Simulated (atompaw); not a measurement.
Plane-wave convergence, PAW (atompaw) potential for silicon (Si)

atompaw 4.2.0.5 input, output lines left out:

```
Si 14
GGA-PBESOL scalarrelativistic loggrid 1500 logderivrange -3 5 201
3 3 0 0 0 0
3 1 1.75
0 0 0
c
c
v
c
v
2
2.75 2.75 2.40 1.80
y
1.3
n
y
1.7
n
y
0.05
y
0.8
n
custom rrkj vanderbiltortho sinc
3 0 troulliermartins
2.75
2.10
2.75
2.75
2.75
2.75
```

The pseudo-atom Hamiltonian at the reference potential is diagonalised in spherical Bessel functions j_l(qr) that vanish at 20 bohr, with q² up to the cutoff. All-electron valence levels (Ry): 3s -0.9312, 3p -0.4263.

How do the lowest levels (Ry) of each channel move with the cutoff, and are there ghosts?

```json
{"cutoff (Ry)": "8", "s #1": "-0.9312", "p #1": "-0.4255", "p #2": "-0.0224", "d #1": "0.0046", "d #2": "0.0753", "f #1": "0.0729", "f #2": "0.1906", "Σ f·Δε (mRy)": "1.4"}
{"cutoff (Ry)": "10", "s #1": "-0.9312", "p #1": "-0.4261", "p #2": "-0.0226", "d #1": "0.0044", "d #2": "0.0749", "f #1": "0.0729", "f #2": "0.1906", "Σ f·Δε (mRy)": "0.3"}
{"cutoff (Ry)": "12", "s #1": "-0.9312", "p #1": "-0.4262", "p #2": "-0.0226", "d #1": "0.0043", "d #2": "0.0747", "f #1": "0.0729", "f #2": "0.1906", "Σ f·Δε (mRy)": "0.1"}
{"cutoff (Ry)": "15", "s #1": "-0.9312", "p #1": "-0.4262", "p #2": "-0.0226", "d #1": "0.0043", "d #2": "0.0747", "f #1": "0.0729", "f #2": "0.1906", "Σ f·Δε (mRy)": "0.1"}
{"cutoff (Ry)": "400", "s #1": "-0.9312", "p #1": "-0.4263", "p #2": "-0.0226", "d #1": "0.0043", "d #2": "0.0747", "f #1": "0.0729", "f #2": "0.1906", "Σ f·Δε (mRy)": "0.0"}
```

Result: no extra level below or beside the all-electron valence levels (s, p, d, f tested); 10 mRy is reached at 6 Ry and 1 mRy at 10 Ry.
